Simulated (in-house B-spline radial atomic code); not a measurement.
Orbital energies and mean radii along the 59-electron series, configuration [Kr] 4d10 4f11 5s2. The effective charge is n√(-2ε), a non-relativistic measure. Computed with a radial B-spline atomic code at the basis-set limit: non-relativistic Hartree-Fock, average of the configuration, point nuclei.

This level leaves out relativity, spin-orbit splitting included, which matters for heavy ions.

```
  ion   Z  energy of 5s (Eh)  mean radius of 5s (bohr)  energy of 4s (Eh)  mean radius of 4s (bohr)  energy of 4d (Eh)  mean radius of 4d (bohr)  effective charge of 5s
Tm10+  69             -7.271                    1.1878            -22.014                   0.53248            -13.749                   0.56677                  19.067
Yb11+  70            -8.2016                    1.1457            -23.731                   0.52169            -15.218                   0.55197                   20.25
Lu12+  71            -9.1784                    1.1067            -25.526                   0.51123            -16.762                   0.53782                  21.422
Hf13+  72              -10.2                    1.0704            -27.396                   0.50111            -18.379                    0.5243                  22.584
Ta14+  73            -11.267                    1.0367             -29.34                   0.49131            -20.068                   0.51139                  23.735
 W15+  74            -12.378                    1.0051            -31.355                   0.48184            -21.827                   0.49906                  24.877
Re16+  75            -13.532                   0.97567            -33.442                   0.47267            -23.655                   0.48729                  26.011
```

**Question.** How does the screening of 5s change?

**Answer.** Z less the effective charge goes from 49.93 at Z = 69 to 48.99 at Z = 75.
